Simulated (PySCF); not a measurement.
**Levels of Pm(42+) from EOM-EA-GCCSD**

Reference: closed-shell Pm(43+), [Ar]; one electron is added. Calculated with PySCF 2.14, two-component X2C-1e with screened spin-orbit coupling, an even-tempered Gaussian basis (18 s from 3.4 bohr⁻², ratio 2.6; 14 p from 4.4 bohr⁻², ratio 2.6; 5 d from 4.5 bohr⁻², ratio 2.8; 3 f from 74 bohr⁻², ratio 2.8); frozen [Ne]; the 62 highest virtual spinors dropped; of the others 50 kept and the rest restored at second order. No Breit or QED terms. Binding energies in eV.

```
level  Koopmans  second order  EOM-CCSD
3d3/2    3214.2        3215.4    3215.1
3d5/2    3184.2        3185.3    3185.0
```

For comparison, the ionisation energy of Pm(42+) is 3219 ± 4 eV (theoretical estimate listed by NIST; NIST Atomic Spectra Database, ionization energies).

Only part of the computed levels is shown.
